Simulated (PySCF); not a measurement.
C5H3ClO2.
Atom-mapped SMILES: `[O:1]=[C:2]([Cl:3])[c:4]1[cH:5][cH:6][o:7][cH:8]1`

Geometry (GFN2-xTB, Å), atoms numbered from 1 in this order:
```
atom  x, y, z in Å
O1     2.264   -1.369    0.636
C2     1.798   -0.400    0.131
Cl3    2.874    0.823   -0.586
C4     0.405   -0.041    0.001
C5    -0.694   -0.821    0.480
C6    -1.808   -0.122    0.151
O7    -1.482    1.019   -0.489
C8    -0.161    1.071   -0.580
H9    -0.623   -1.759    0.989
H10   -2.850   -0.317    0.307
H11    0.282    1.919   -1.065
```

NICS is the negative of the GIAO shielding at a point without a nucleus: at the ring centre (0) and 1 Å above and below it (1); zz is the component along the ring normal. Level: GIAO PBE0/pcSseg-1 (PySCF, non-relativistic, gas phase) on the GFN2-xTB geometry, one conformer.

Ring bond lengths (Å), with Mayer bond orders in brackets: C4–C5 1.430 (1.23), C5–C6 1.356 (1.64), C6–O7 1.348 (1.05), O7–C8 1.325 (1.13), C8–C4 1.376 (1.49).

Q: Give the NICS values of each ring in ppm.

A: 
```
          ring                                               type  NICS(0)  NICS(1), two faces  NICS(1)zz, two faces  rms pucker (Å)  centre to ring atoms, mean (Å)
C4–C5–C6–O7–C8  5-membered ring with O; formal bonds all aromatic    -11.7       -10.1 / -10.1         -24.8 / -24.8            0.00                            1.16
```

Q: What can be read from them?

A: 
- C4–C5–C6–O7–C8: mean NICS(1)zz -24.8 ppm, shielded, aromatic by this magnetic criterion (flat ring, no four-coordinate atom).

Q: What does the geometric index give? HOMA = 1 − mean of α(R − Ropt)² over the ring bonds, with Krygowski's 1993 parameters (CC: Ropt 1.388 Å, α 257.7 Å⁻²; CO: Ropt 1.265 Å, α 157.38 Å⁻²).

A: 
- C4–C5–C6–O7–C8: HOMA 0.52; the largest term is that of C6–O7, α(R − Ropt)² = 1.08.

Q: How shielded are the nuclei of the rings and their hydrogens (means over atoms taken as equivalent)?

A: 
| atoms | environment | σ isotropic (ppm) | principal values of the symmetric part, first atom (ppm) |
| --- | --- | --- | --- |
| C4 | substituted aromatic carbon | 55.6 | 1.2, 41.4, 124.1 |
| C5 | aromatic CH carbon | 67.8 | -23.9, 64.1, 163.2 |
| C6 | aromatic CH next to a ring oxygen | 37.6 | -38.6, 48.8, 102.8 |
| O7 | furan-type oxygen | 24.4 | -134.0, -60.6, 267.8 |
| C8 | aromatic CH next to a ring oxygen | 27.6 | -46.1, 21.8, 107.1 |
| H9 | aromatic hydrogen | 24.56 | 22.2, 25.0, 26.5 |
| H10 | aromatic hydrogen | 24.16 | 21.1, 25.4, 26.0 |
| H11 | aromatic hydrogen | 23.43 | 19.9, 23.2, 27.1 |
